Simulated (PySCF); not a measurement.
## Levels along the 13-electron series

One electron added to the closed shell [Ne] 3s2: EOM-EA-CCSD calculated with PySCF 2.14, two-component X2C-1e with screened spin-orbit coupling, each ion in its own even-tempered basis, 1s2 frozen, the virtual space cut to natural spinors and corrected at second order; no Breit or QED terms. Binding energy of 3p1/2 and energies of the other levels above it, in eV.

| ion | 3p1/2 binding | 3p3/2 − 3p1/2 | NIST ionisation energy |
| --- | --- | --- | --- |
| Ga¹⁸⁺ | 681.84 | 5.933 | 677 ± 3 (s) |
| Ge¹⁹⁺ | 749.28 | 6.946 | 744 ± 3 (s) |
| As²⁰⁺ | 819.89 | 8.084 | 814 ± 4 (s) |
| Se²¹⁺ | 893.72 | 9.357 | 887 ± 4 (s) |
| Kr²³⁺ | 1051.1 | 12.352 | 1042 ± 5 (s) |
| Rb²⁴⁺ | 1134.7 | 14.097 | 1125 ± 5 (s) |
| Sr²⁵⁺ | 1221.4 | 16.024 | 1211 ± 6 (s) |
| Zr²⁷⁺ | 1404.9 | 20.470 | 1392 ± 7 (s) |
| Nb²⁸⁺ | 1501.6 | 23.021 | 1488 ± 7 (s) |

Q: Estimate the missing row, Br²²⁺.

A: The calculation gives 3p1/2 binding 970.79; 3p3/2 − 3p1/2 10.776. The NIST ionisation energy is 963 ± 5 (s).

Each ion has its own basis, which adds noise of up to about 0.1 % of the binding energies along the series.

The 3p interval goes from 5.933 to 23.02 eV, as Z to the power 4.85; a hydrogen-like ion gives 4, and the power is higher where the screened charge Z − σ still grows faster than Z or where Zα is large.

NIST values marked (s) are semi-empirical, (t) theoretical.
